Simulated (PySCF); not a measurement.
Ho: ionisation energy

Ho [Xe] 4f11 6s2 [4f5/2^6 4f7/2^5, M_J = 15/2] → Ho⁺ [Xe] 4f11 6s1 [4f5/2^6 4f7/2^5 6s1/2^1, M_J = 8], as a difference of total energies. All numbers are calculated (PySCF 2.14, the two-component X2C-1e Hamiltonian, in x2c-QZVPPall-2c). Correlated levels: [Ar] 3d10 frozen; the 40 highest virtual spinors dropped. "Screened" scales the spin-orbit matrix elements by Boettger's factors to mimic the two-electron term; Breit and QED terms are absent.

```csv
method,ionisation energy (eV)
GHF (spin-free),4.932
GMP2 (spin-free),6.011
GHF (screened spin-orbit),4.935
GMP2 (screened spin-orbit),6.014
```

Q: How much does correlation contribute at GMP2 (screened spin-orbit)?

A: 6.014 − (4.935) = 1.079 eV, measured against GHF (screened spin-orbit).

The spin-free rows relax to the high-spin LS determinant and lack the spin-orbit shift.

The labels give the starting determinants; with spin-orbit coupling the two ends relaxed to ⟨J²⟩ = 63.76, ⟨L²⟩ = 42.41, ⟨S²⟩ = 3.78 and ⟨J²⟩ = 72.01, ⟨L²⟩ = 42.40, ⟨S²⟩ = 6.01.

For comparison: 6.021 eV (measured; NIST Atomic Spectra Database, ionization energies).
